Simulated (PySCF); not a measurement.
Ionisation energy of Co by level of theory

Co [Ar] 3d7 4s2 (4F) → Co⁺ [Ar] 3d8 (3F), as a difference of total energies. All numbers are calculated (PySCF 2.14, scalar relativity by spin-free X2C-1e, in x2c-SVPall). Correlated levels: valence: [Ar] frozen. The calculations carry no spin-orbit coupling.

| method | ionisation energy (eV) |
| --- | --- |
| UHF | 8.245 |
| LDA | 7.724 |
| B3LYP | 7.939 |
| MP2 (valence) | 7.172 |
| SCS-MP2 (valence) | 7.354 |

Q: How much does correlation contribute at MP2 (valence)?

A: 7.172 − (8.245) = -1.073 eV, measured against UHF.

Errors of the correlated levels include the incompleteness of this basis and the frozen core.

MP2 underrates the near-degeneracy of ns² with np² in the lower species.

For comparison: 7.869 eV (measured; NIST levels, between the centres of gravity of the two terms).
